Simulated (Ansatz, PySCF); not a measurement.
Gas-phase reaction (SMILES): N[Si](N)(N)O + Cl (HCl) → N[Si](N)(N)Cl + O (H2O); hydrogen chloride cleaves one Si-O bond, a model of a ligand-exchange step.

Each molecule is optimised on its own at B3LYP-D3(BJ)/def2-TZVP (Ansatz, an electronic-structure program), one conformer each, not searched for the lowest. Correlated levels leave the core frozen unless marked. No spin-orbit coupling. No relativistic terms. CBS(X,Y): correlation extrapolated as X^-3; Hartree-Fock from the larger set. Thermal terms are rigid-rotor harmonic-oscillator values from B3LYP-D3(BJ) frequencies (PySCF) at 298.15 K and 1 atm. 1 Eh = 627.5095 kcal/mol.

```json
[
 {"species": "N[Si](N)(N)O", "E, CCSD(T)/CBS(aug-cc-pV(T+d)Z,aug-cc-pV(Q+d)Z) (Ansatz) (Eh)": "-532.73183", "E, PBE0-D4/def2-TZVPD (Ansatz + dftd4) (Eh)": "-533.08524", "H - E (Eh)": "0.10285", "G - E (Eh)": "0.06339"},
 {"species": "Cl (HCl)", "E, CCSD(T)/CBS(aug-cc-pV(T+d)Z,aug-cc-pV(Q+d)Z) (Ansatz) (Eh)": "-460.37804", "E, PBE0-D4/def2-TZVPD (Ansatz + dftd4) (Eh)": "-460.66608", "H - E (Eh)": "0.01000", "G - E (Eh)": "-0.01120"},
 {"species": "N[Si](N)(N)Cl", "E, CCSD(T)/CBS(aug-cc-pV(T+d)Z,aug-cc-pV(Q+d)Z) (Ansatz) (Eh)": "-916.73333", "E, PBE0-D4/def2-TZVPD (Ansatz + dftd4) (Eh)": "-917.37155", "H - E (Eh)": "0.08978", "G - E (Eh)": "0.04656"},
 {"species": "O (H2O)", "E, CCSD(T)/CBS(aug-cc-pV(T+d)Z,aug-cc-pV(Q+d)Z) (Ansatz) (Eh)": "-76.37513", "E, PBE0-D4/def2-TZVPD (Ansatz + dftd4) (Eh)": "-76.38102", "H - E (Eh)": "0.02495", "G - E (Eh)": "0.00353"}
]
```

Work out ΔE and ΔH, ΔG, ΔS and the equilibrium constant at 298.15 K at the first level, then ΔH at the second.


1. ΔE = [(-916.73333) + (-76.37513)] - [(-532.73183) + (-460.37804)] = 0.00141 Eh = 0.9 kcal/mol at CCSD(T)/CBS(aug-cc-pV(T+d)Z,aug-cc-pV(Q+d)Z).
2. The terms H - E add up to 0.00188 Eh, so ΔH = (0.00141 + (0.00188))×627.5095 = 2.1 kcal/mol.
3. The terms G - E add up to -0.00210 Eh, so ΔG = -0.4 kcal/mol, and ΔS = (0.00188 - (-0.00210))×627509.5/298.15 = 8.4 cal/(mol K).
4. log10 K = -ΔG/(RT ln 10) = 0.3, with RT ln 10 = 1.3642 kcal/mol.
5. At PBE0-D4/def2-TZVPD the same steps give ΔE = -0.8 and ΔH = 0.4 kcal/mol, a shift of -1.7 from the first level.
6. With ΔG under 1 kcal/mol in size, these levels don't settle on which side the equilibrium lies.
7. These values are not checked against measurement here, since the tables used lack a sound gas-phase enthalpy of formation for at least one species.
